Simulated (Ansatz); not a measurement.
Cost and result for the atomization energy of CH$_{8}$AlNOSi (`NCO[SiH2][AlH2]`) (13 atoms, 12 bonds).

Z-matrix (Å, degrees):
```
C
O 1 1.424
N 1 1.418 2 112.8
H 1 1.098 2 109.3 3 -121.0
H 1 1.096 2 108.9 3 120.9
Si 2 1.657 1 122.4 3 169.8
H 3 1.012 1 111.2 2 -60.3
H 3 1.012 1 111.1 2 60.2
Al 6 2.472 2 113.6 1 -59.1
H 6 1.490 2 105.2 1 179.1
H 6 1.500 2 110.2 1 64.6
H 9 1.592 6 121.7 2 4.0
H 9 1.591 6 120.0 2 -175.4
```

Charge 0, multiplicity 1. The structure was optimised at the PBE0-D4/def2-TZVP level. It is one conformer, not always the lowest. Program: Ansatz. All runs use 4 threads of an Intel Xeon Platinum 8488C on a shared host. Times are those of one run each, without the atoms' runs, and a repeat can differ threefold. Electronic energies, without spin–orbit coupling; frozen cores. CCSD(T)/CBS adds CCSD(T) − MP2 in def2-TZVPP to the MP2 limit, and its time is that of the two runs behind it. T1 = 0.012. HSE06 is the plane-wave form, built on full-range PBE exchange.

CCSD(T)/CBS is a level of theory with its own doubt, some kJ/mol a heavy atom from the limit and from the frozen cores, so smaller differences don't rank the functionals.

```csv
level,functions,wall time
BLYP-D4/def2-TZVPP,289,1.7 s
revPBE-D4/def2-TZVPP,289,1.8 s
HSE06-D4/def2-TZVPP,289,3 s
CAM-B3LYP-D4/def2-TZVPP,289,3.2 s
r2SCANh-D4/def2-TZVPP,289,3.7 s
CCSD(T)/def2-SVP,118,4.1 s
PBE-QIDH/def2-TZVPP,289,4.8 s
B97M-V/def2-TZVPP,289,6.5 s
ωB97X-V/def2-TZVPP,289,6.5 s
ωB97M-V/def2-TZVPP (with forces),289,8.5 s
MP2/def2-QZVPP,551,21 s
CCSD(T)/def2-TZVPP,289,2.1 min
CCSD(T)/CBS(def2),–,2.4 min
```

(1) What atomization energy does each give, and how far from CCSD(T)/CBS? (Estimate.)

Results:

(1) Ansatz gave: 
```tsv
level	atomization (kcal/mol)	difference from CCSD(T)/CBS	per bond
BLYP-D4/def2-TZVPP	1013.6	-4.1	-0.3
revPBE-D4/def2-TZVPP	1002.8	-14.9	-1.2
HSE06-D4/def2-TZVPP	1010.0	-7.7	-0.6
CAM-B3LYP-D4/def2-TZVPP	1022.4	4.7	0.4
r2SCANh-D4/def2-TZVPP	1008.3	-9.4	-0.8
CCSD(T)/def2-SVP	949.1	-68.6	-5.7
PBE-QIDH/def2-TZVPP	1001.9	-15.8	-1.3
B97M-V/def2-TZVPP	1022.2	4.5	0.4
ωB97X-V/def2-TZVPP	1023.1	5.4	0.4
ωB97M-V/def2-TZVPP (with forces)	1018.3	0.6	0.1
MP2/def2-QZVPP	1012.6	-5.1	-0.4
CCSD(T)/def2-TZVPP	988.2	-29.5	-2.5
CCSD(T)/CBS(def2)	1017.7	0.0	0.0
```

From BLYP to BHLYP (50 % exact exchange), in def2-TZVPP and without D4, the atomization energy moves by −18.3 kcal/mol: exact exchange takes away binding that semilocal exchange gives to molecules. The D4 term adds +9.5 kcal/mol with B3LYP and +5.1 kcal/mol with PBE0; it sums over pairs of atoms, weighted by their polarisabilities, and B3LYP, whose exchange is more repulsive, gets the larger term. At CCSD(T), def2-SVP lies −68.6 kcal/mol from the extrapolated value and def2-TZVPP −29.6 kcal/mol: correlation converges slowly with the basis, and small sets miss more of it in the bonded molecule than in its fragments.

B3LYP here is the variant with VWN-RPA as its local correlation; programs differ in this.
